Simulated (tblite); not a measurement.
Species: C7H7F3.
Structure used (GFN2-xTB), in Å, numbered top down from 1:
```
atom  x, y, z in Å
C1     2.2417    1.6221    1.1719
C2     1.7960    0.5940    0.7534
C3     1.2114   -0.6298    0.2437
C4    -0.3255   -0.5244    0.1802
C5    -0.9448   -1.8432   -0.2854
C6    -0.7025    0.5767   -0.7658
F7    -0.3574    0.3822   -2.0543
C8    -1.3182    1.7043   -0.4399
F9    -1.7030    1.9889    0.8006
F10   -1.6515    2.6846   -1.2682
H11    2.6528    2.5138    1.5409
H12    1.4882   -1.4609    0.8969
H13    1.6064   -0.8301   -0.7561
H14   -0.7067   -0.2602    1.1705
H15   -0.6046   -2.0886   -1.2890
H16   -2.0297   -1.7695   -0.2963
H17   -0.6596   -2.6479    0.3871
```

Level: GFN2-xTB in tblite, geometry and Hessian alike; calculated harmonic values, unscaled, isolated species. Errors from tens to a few hundred cm⁻¹ against measured bands are possible. One conformer, not necessarily the lowest.

Harmonic wavenumbers (cm⁻¹): 28.8, 50.7, 118.7, 134.8, 148.7, 210.5, 233.0, 243.8, 279.8, 303.3, 398.0, 426.2, 458.9, 486.3, 547.5, 558.2, 646.8, 671.5, 732.2, 915.8, 929.7, 1010.5, 1034.4, 1044.0, 1103.5, 1110.3, 1161.7, 1199.0, 1232.3, 1262.4, 1312.0, 1320.1, 1412.1, 1443.2, 1490.4, 1493.9, 1783.8, 2298.2, 2958.5, 2969.5, 2974.5, 3042.5, 3044.8, 3049.6, 3399.7.

A = 1476, B = 1083, C = 831.5 MHz; mass 148.050 u (most abundant isotopes); point group C1, symmetry number 1.

Problem. Zero-point energy?

Solution. Half the sum of the wavenumbers: 26337 cm⁻¹ = 75.30 kcal/mol.

Problem. Entropy at 298.15 K, 1 bar (ideal gas, RRHO, classical rotation)?

Solution. Translation 40.91, rotation 29.87, vibration 34.25: S = 105.0 cal/(mol K).

Problem. And Cp and H(298.15 K) − H(0)?

Solution. Cp = 40.77 cal/(mol K), of which vibrations give 32.82 (their classical limit is 45 R = 89.4); H(298.15 K) − H(0) = 7.59 kcal/mol without the zero-point energy, 5.22 from vibrations.

Problem. How do the functions run with temperature in this model?

Solution. 
| T (K) | S (cal/(mol K)) | Cp (cal/(mol K)) | H − H(0) (kcal/mol) | G − H(0) (kcal/mol) | ln q(vib) |
| --- | --- | --- | --- | --- | --- |
| 150 | 82.4 | 26.4 | 2.58 | -9.77 | 3.92 |
| 250 | 98.3 | 36.4 | 5.73 | -18.83 | 6.99 |
| 400 | 118.2 | 49.2 | 12.19 | -35.11 | 11.37 |
| 600 | 140.8 | 61.9 | 23.39 | -61.07 | 16.81 |
| 900 | 168.3 | 73.7 | 43.88 | -107.59 | 24.12 |

q(vib) and H(0) count from the zero-point level.

Problem. What must be added to the electronic energy to get the Gibbs energy at 298.15 K and 1 bar?

Solution. ZPE + [H(298.15 K) − H(0)] − T·S = 75.30 + 7.59 − 31.32 = 51.57 kcal/mol.

Hindered rotation and anharmonicity are outside this model. Other conformers, if any are populated, would add a mixing term that is left out. The structure is chiral; the term R ln 2 for an equal mix with its mirror image is left out.
